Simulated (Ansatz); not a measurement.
C$_{2}$H$_{7}$AlOSn (`C=[C](O)[SnH2][AlH2]`), relaxed with RKS PBE-D4/def2-SVP in Ansatz 0.2.0 from a rough embedded geometry. The force threshold is 0.03 eV/Å; the program also tests the step.

The species carries charge 0 and has multiplicity 1. Sn: def2 effective core potential.

Start:

```xyz
12

C     1.456   -0.573    1.148
C     1.289   -0.225   -0.068
O     2.386    0.146   -0.781
Sn   -0.598   -0.204   -1.037
Al   -2.416    0.801    0.610
H     2.384   -0.554    1.693
H     0.566   -0.869    1.764
H     2.324    0.479   -1.781
H    -1.018   -1.916   -1.315
H    -0.534    0.647   -2.483
H    -2.629    0.159    2.083
H    -3.209    2.110    0.167
```

```json
{"step": "1", "energy (eV)": "-16646.8900", "largest force (eV/Å)": "4.609", "largest move (Å)": "0.000"}
{"step": "2", "energy (eV)": "-16647.4082", "largest force (eV/Å)": "1.446", "largest move (Å)": "0.195"}
{"step": "3", "energy (eV)": "-16647.4864", "largest force (eV/Å)": "0.389", "largest move (Å)": "0.115"}
{"step": "4", "energy (eV)": "-16647.5040", "largest force (eV/Å)": "0.331", "largest move (Å)": "0.052"}
{"step": "5", "energy (eV)": "-16647.5094", "largest force (eV/Å)": "0.230", "largest move (Å)": "0.036"}
{"step": "6", "energy (eV)": "-16647.5119", "largest force (eV/Å)": "0.106", "largest move (Å)": "0.038"}
{"step": "7", "energy (eV)": "-16647.5132", "largest force (eV/Å)": "0.056", "largest move (Å)": "0.044"}
{"step": "8", "energy (eV)": "-16647.5148", "largest force (eV/Å)": "0.149", "largest move (Å)": "0.106"}
{"step": "9", "energy (eV)": "-16647.5163", "largest force (eV/Å)": "0.209", "largest move (Å)": "0.146"}
{"step": "10", "energy (eV)": "-16647.5166", "largest force (eV/Å)": "0.200", "largest move (Å)": "0.127"}
{"step": "11", "energy (eV)": "-16647.5212", "largest force (eV/Å)": "0.180", "largest move (Å)": "0.079"}
{"step": "12", "energy (eV)": "-16647.5254", "largest force (eV/Å)": "0.173", "largest move (Å)": "0.093"}
{"step": "13", "energy (eV)": "-16647.5349", "largest force (eV/Å)": "0.153", "largest move (Å)": "0.195"}
{"step": "14", "energy (eV)": "-16647.5489", "largest force (eV/Å)": "0.206", "largest move (Å)": "0.191"}
{"step": "15", "energy (eV)": "-16647.5737", "largest force (eV/Å)": "0.257", "largest move (Å)": "0.197"}
{"step": "16", "energy (eV)": "-16647.6254", "largest force (eV/Å)": "0.285", "largest move (Å)": "0.196"}
{"step": "17", "energy (eV)": "-16647.7218", "largest force (eV/Å)": "0.389", "largest move (Å)": "0.195"}
{"step": "18", "energy (eV)": "-16647.8502", "largest force (eV/Å)": "0.438", "largest move (Å)": "0.198"}
{"step": "19", "energy (eV)": "-16647.9524", "largest force (eV/Å)": "0.445", "largest move (Å)": "0.195"}
{"step": "20", "energy (eV)": "-16647.9863", "largest force (eV/Å)": "0.399", "largest move (Å)": "0.195"}
{"step": "21", "energy (eV)": "-16648.0095", "largest force (eV/Å)": "0.174", "largest move (Å)": "0.151"}
{"step": "22", "energy (eV)": "-16648.0228", "largest force (eV/Å)": "0.127", "largest move (Å)": "0.115"}
{"step": "23", "energy (eV)": "-16648.0271", "largest force (eV/Å)": "0.149", "largest move (Å)": "0.031"}
{"step": "24", "energy (eV)": "-16648.0278", "largest force (eV/Å)": "0.024", "largest move (Å)": "0.010"}
```

End:

```xyz
12

C     0.707   -0.317    1.233
C     0.869   -0.139   -0.147
O     1.747    0.793   -0.539
Sn   -0.931   -0.668   -1.438
Al   -1.259    0.665    0.909
H     1.421    0.139    1.945
H     0.209   -1.248    1.557
H     1.676    0.904   -1.508
H    -0.784   -2.382   -1.692
H    -0.322    0.046   -2.917
H    -2.242   -0.022    1.967
H    -1.091    2.229    0.630
```

Run time 53 s (2 threads of an AMD EPYC 7R13 on a shared host); peak host memory 0.23 GiB.
